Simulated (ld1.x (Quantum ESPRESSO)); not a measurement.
## Tb, PAW: configuration errors across variants

```
Element                 : Tb
Generator               : ld1.x (Quantum ESPRESSO) 7.5
Type                    : PAW
Functional              : PBEsol
Relativity              : scalar-relativistic
Frozen core             : [Kr] 4d10 4f8
Valence charge          : 11
Reference configuration : 5s2 5p6 5d1 6s1.75 6p0.25
Partial waves           : 5s (bound): rcut 1.75, rcutus 2.15 bohr; 6s (bound): rcut 1.75, rcutus 2.15 bohr; 5p (bound): rcut 2.40, rcutus 2.80 bohr; 6p (bound): rcut 2.40, rcutus 2.80 bohr; 5d (bound): rcut 1.90, rcutus 2.25 bohr; 5d channel at 1 Ry: rcut 1.90, rcutus 2.25 bohr
Local potential         : all-electron potential smoothed inside 2.05 bohr (lloc = -2)
Core correction         : Bessel-smoothed model core inside 1.85 bohr
Augmentation charge     : BESSEL, radius 1.60 bohr
```

All-electron excitation energies from the reference (eV): (1) 5s2 5p6 5d1 6s2 6p0 -0.730; (2) 5s2 5p6 5d1 6s1 6p0 6.040; (3) 5s2 5p6 5d1 6s0 6p0 18.250; (4) 5s2 5p6 5d2 6s1 6p0 1.212; (5) 5s2 5p6 5d1 6s1.5 6p0 2.003; (6) 5s2 5p6 5d1 6s0 6p2 5.347.

The overlap operator is not positive definite (basis up to 400 Ry) in “all radii but the core radius scaled by about 0.90 (s 1.94, p 2.52, d 2.04 bohr, rcut 1.58/2.16/1.72); local potential all-electron potential smoothed inside 1.84 bohr (lloc = -2); augmentation BESSEL, radius 1.44 bohr”. Such files are unfit for use, however small their errors in these radial tests.

Tests that are not counted but printed errors over 1 eV. “base”: 5s1 5p6 5d1 6s2 6p0 (solver errors, printed error -627 eV). “all radii but the core radius scaled by about 0.90 (s 1.94, p 2.52, d 2.04 bohr, rcut 1.58/2.16/1.72); local potential all-electron potential smoothed inside 1.84 bohr (lloc = -2); augmentation BESSEL, radius 1.44 bohr”: 5s1 5p6 5d1 6s2 6p0 (solver errors, printed error -627 eV). “all radii but the core radius scaled by about 1.04 (s 2.24, p 2.90, d 2.34 bohr, rcut 1.82/2.50/1.98); local potential all-electron potential smoothed inside 2.12 bohr (lloc = -2); augmentation BESSEL, radius 1.66 bohr”: 5s1 5p6 5d1 6s2 6p0 (solver errors, printed error -627 eV).

5 further variants failed, have other tests or too few solved ones, and are left out.

Errors AE − PS in meV (a dash: test not solved or not reliable):

```csv
change,(1),(2),(3),(4),(5),(6),bound ghosts
base,+0.4,-3.1,-20,-8.4,-0.6,+42,none
"all radii but the core radius scaled by about 0.90 (s 1.94, p 2.52, d 2.04 bohr, rcut 1.58/2.16/1.72); local potential all-electron potential smoothed inside 1.84 bohr (lloc = -2); augmentation BESSEL, radius 1.44 bohr",+0.4,-3.2,-20,-7.6,-0.7,+6.9,not determined (overlap not positive)
"all radii but the core radius scaled by about 1.04 (s 2.24, p 2.90, d 2.34 bohr, rcut 1.82/2.50/1.98); local potential all-electron potential smoothed inside 2.12 bohr (lloc = -2); augmentation BESSEL, radius 1.66 bohr",+0.5,-3.1,-20,-8.5,-0.6,–,none
"all radii but the core radius scaled by about 1.16 (s 2.50, p 3.24, d 2.62 bohr, rcut 2.04/2.78/2.20); local potential all-electron potential smoothed inside 2.38 bohr (lloc = -2); augmentation BESSEL, radius 1.86 bohr",+0.5,-2.3,-11,-8.8,-0.7,+5.9,none
```

Task: Give the same row for: all radii but the core radius scaled by about 1.12 (s 2.42, p 3.14, d 2.52 bohr, rcut 1.96/2.70/2.14); local potential all-electron potential smoothed inside 2.30 bohr (lloc = -2); augmentation BESSEL, radius 1.80 bohr.

Result: +0.9, -3.2, -18, -8.8, -0.6, –; bound ghosts: none.
